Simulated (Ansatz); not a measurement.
Z-matrix (Å, degrees):
```
C
C 1 1.485
O 1 1.204 2 124.2
H 1 1.110 2 115.4 3 180.0
C 2 1.340 1 122.6 3 0.0
H 2 1.090 1 115.6 3 -180.0
Al 5 1.948 2 120.7 1 -180.0
H 5 1.091 2 114.7 1 0.0
H 7 1.584 5 121.4 2 180.0
H 7 1.586 5 116.3 2 -0.0
```

Total charge 0; spin multiplicity 1.

(1) List the CAM-B3LYP/def2-TZVPP orbital energies in eV (the Gaussian-basis code of Ansatz). (Estimate.)

## Answers

(1) The calculation gave: Occupied: -1526.54, -522.60, -281.42, -279.56, -278.99, -114.60, -75.36, -75.13, -75.12, -31.02, -23.82, -19.88, -16.69, -15.87, -14.31, -13.52, -13.09, -12.51, -10.31, -10.15, -9.76, -9.02. Lowest empty: -1.64, 0.06, 1.53, 2.01, 2.47, 2.62, 3.07, 3.88.
